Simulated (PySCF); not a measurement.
# Energy of Eu (europium, neutral) between two integer charges

The 6s beta orbital of [Xe] 4f7 6s2 is emptied in steps (occupation f), with all orbitals relaxed, ending at [Xe] 4f7 6s1. Computed with PySCF 2.14 in def2-TZVP with the def2 core potential (28 electrons) (10s7p5d4f1g, 93 functions), with a scalar-relativistic core potential. The exact energy is a straight line in f; departures are measured from the line between the end points of the same method.

```tsv
f	BHandHLYP (eV)	HSE06 (eV)
1	0.000	0.000
0.9	-0.105	-0.171
0.7	-0.249	-0.398
0.5	-0.302	-0.476
0.3	-0.259	-0.404
0.1	-0.113	-0.169
0	0.000	0.000
```

For BHandHLYP, how does the orbital energy at f = 1 compare with the removal energy?

−ε = 4.354 eV against a total-energy difference of 5.514 eV. By Janak's theorem ε = ∂E/∂f, so the gap between them reflects the curvature. Along the path −ε is 4.571 (f = 0.9), 5.018 (f = 0.7), 5.485 (f = 0.5), 5.980 (f = 0.3), 6.512 (f = 0.1) eV.

| method | E(f=0) − E(f=1) (eV) | −ε at f=1 (eV) | −ε at f=0.5 (eV) |
| --- | --- | --- | --- |
| BHandHLYP | 5.514 | 4.354 | 5.485 |
| HSE06 | 5.545 | 3.649 | 5.524 |

Reference removal energy between the ground levels: 5.670 eV (measured; NIST Atomic Spectra Database, ionization energies).
